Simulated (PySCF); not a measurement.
Molecule: trihydroxy(methyl)silane, CH₆O₃Si (charge 0, singlet). 
Structure (B3LYP-D3(BJ)/def2-TZVP (Ansatz) minimum search):
```
Si
O 1 1.6421
H 2 0.9609 1 117.48
O 1 1.6431 2 109.41 3 44.58
H 4 0.9603 1 116.71 2 -134.39
O 1 1.6522 2 112.64 3 -70.53
H 6 0.9598 1 118.40 2 -58.83
C 1 1.8510 2 105.67 3 166.34
H 8 1.0912 1 110.81 2 178.03
H 8 1.0913 9 108.25 1 -121.27
H 8 1.0921 9 108.23 10 -116.51
```
Charge 0, spin multiplicity 1.

Dispersion corrections to the total energy (kcal/mol) from the dftd3 and dftd4 libraries through PySCF: D3(BJ) without and D4 with the three-body term, each with the damping fitted for the functional named.

```json
[
 {"functional": "HF", "D3(BJ)": "-37.78", "D4": "-17.95"},
 {"functional": "BP86", "D3(BJ)": "?", "D4": "-6.60"},
 {"functional": "BHLYP", "D3(BJ)": "-6.57", "D4": "-5.89"},
 {"functional": "HSE06", "D3(BJ)": "-3.12", "D4": "-3.88"},
 {"functional": "BLYP", "D3(BJ)": "-10.12", "D4": "-11.08"},
 {"functional": "TPSS", "D3(BJ)": "-5.98", "D4": "?"},
 {"functional": "PBE0", "D3(BJ)": "-4.12", "D4": "?"}
]
```

Question: Some entries are withheld; supply them.

Answer: 
- BP86, D3(BJ): -7.58
- TPSS, D4: -6.74
- PBE0, D4: -4.18
